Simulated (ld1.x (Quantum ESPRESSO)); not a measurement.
Before and after: TM potential for Ga (Z = 31)

```
Element                 : Ga
Generator               : ld1.x (Quantum ESPRESSO) 7.5
Type                    : norm-conserving Troullier–Martins (Kleinman–Bylander form)
Functional              : PBEsol
Relativity              : scalar-relativistic
Frozen core             : [Ar] 3d10
Valence charge          : 3
Reference configuration : 4s2 4p1
Partial waves           : 4p (bound): rc 2.25 bohr; 4s (bound): rc 1.65 bohr
Local potential         : the s channel
Core correction         : Bessel-smoothed model core inside 1.40 bohr
```

All-electron outer shells of the reference configuration (PBEsol, scalar-relativistic, ld1.x):

```tsv
shell	level (eV)	outermost node (bohr)	outermost maximum (bohr)
3p	-98.68	0.24	0.56
3d	-19.16	–	0.53
4s	-8.96	0.81	1.90
4p	-2.57	0.87	2.53
```

Change: all radii but the core radius scaled by about 0.81 (s 1.34, p 1.82 bohr).

Cutoffs: the cutoffs (Ry, on a coarse ladder) from which the occupation-weighted sum of valence levels, in a spherical-Bessel basis at the reference potential, stays within 10 and 1 mRy of its value at 400 Ry; they do not see the model core or the augmentation charge, which bear on the density cutoff. Errors are all-electron minus pseudo energies relative to the spin-unpolarised reference configuration.

Question: Predict the effect on cutoff, ghosts and configuration errors.

Answer: The potential gets harder (15 Ry and 35 Ry → 40 Ry and 120 Ry); a bound ghost appears in p, which as a rule spoils a file; of the 7 tests that both files solve, the error grows in 1 and shrinks in 0 by more than 15 % and 0.3 meV (median size 19.0 → 21.2 meV). A smaller radius makes the pseudo-wave follow the all-electron one further in, where it bends more sharply, so more plane waves are needed.

| quantity | base | changed |
| --- | --- | --- |
| cutoff, loose | 15 Ry | 40 Ry |
| cutoff, tight | 35 Ry | 120 Ry |
| loose cutoff by channel (10 mRy a level) | p 6 Ry, s 12 Ry | p 10 Ry, s 35 Ry |
| bound ghosts | none | p |
| error for 4s2 4p0, meV [ΔE 5.68 eV] | -12 | -12 |
| error for 4s1 4p0, meV [ΔE 26.82 eV] | -190 | -185 |
| error for 4s2 4p0.5, meV [ΔE 2.03 eV] | -1.8 | -1.8 |
| error for 4s1 4p1, meV [ΔE 13.08 eV] | -52 | -55 |
| error for 4s0 4p3, meV [ΔE 13.39 eV] | -75 | -90 |
| error for 4s2 4p1.3, meV [ΔE -0.53 eV] | -0.1 | -0.1 |
| error for 4s1 4p2, meV [ΔE 6.55 eV] | -19 | -21 |

 A true bound ghost makes a file unfit for plane-wave use even where its test errors are small: the radial tests pick states by their node count and pass the ghost by.
